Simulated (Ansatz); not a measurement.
Reaction (ligand exchange at the Si–O bond): `CO[SiH2]CN` + HCl → `NC[SiH2]Cl` + CH₃OH

Program: Ansatz. Geometries: PBE0-D4/def2-TZVP. ΔE: electronic, gas phase. CBS: MP2 limit from def2 TZ/QZ plus the TZ coupled-cluster correction, frozen cores. This one scheme is used for every species. DFT in def2-TZVPP. B3LYP here is the variant with VWN-RPA as its local correlation; programs differ in this. Each species was taken in one conformer, which may not be the lowest.

| level | ΔE (kJ/mol) | difference from CCSD(T)/CBS |
| --- | --- | --- |
| PBE-D4 | -14.3 | -6.1 |
| r2SCAN-D4 | -10.2 | -2.0 |
| PBE0-D4 | -14.4 | -6.2 |
| B3LYP-D4 | -5.4 | 2.8 |
| ωB97X-V | -8.2 | 0.0 |
| ωB97M-V | -8.5 | -0.3 |
| B2PLYP | -6.9 | 1.3 |
| PBE | -16.9 | -8.7 |
| r2SCAN | -11.3 | -3.1 |
| PBE0 | -16.7 | -8.5 |
| B3LYP | -9.0 | -0.8 |
| HF/def2-TZVPP | -7.1 | 1.1 |
| MP2/def2-TZVPP | -6.6 | 1.6 |
| SCS-MP2/def2-TZVPP | -4.4 | 3.8 |
| CCSD/def2-TZVPP | -3.4 | 4.8 |
| CCSD(T)/def2-TZVPP | -3.4 | 4.8 |
| HF/def2-QZVPP | -6.4 | 1.8 |
| MP2/def2-QZVPP | -9.1 | -0.9 |
| SCS-MP2/def2-QZVPP | -7.0 | 1.2 |
| HF/CBS(def2) | -6.3 | 1.9 |
| MP2/CBS(def2) | -11.3 | -3.1 |
| CCSD/CBS(def2) | -8.1 | 0.1 |
| CCSD(T)/CBS | -8.2 | 0 |

Largest T1 diagnostic among the species: 0.010.

The D4 term adds +3.6 kJ/mol with B3LYP and +2.4 kJ/mol with PBE0; it sums over pairs of atoms, weighted by their polarisabilities, and B3LYP, whose exchange is more repulsive, gets the larger term.
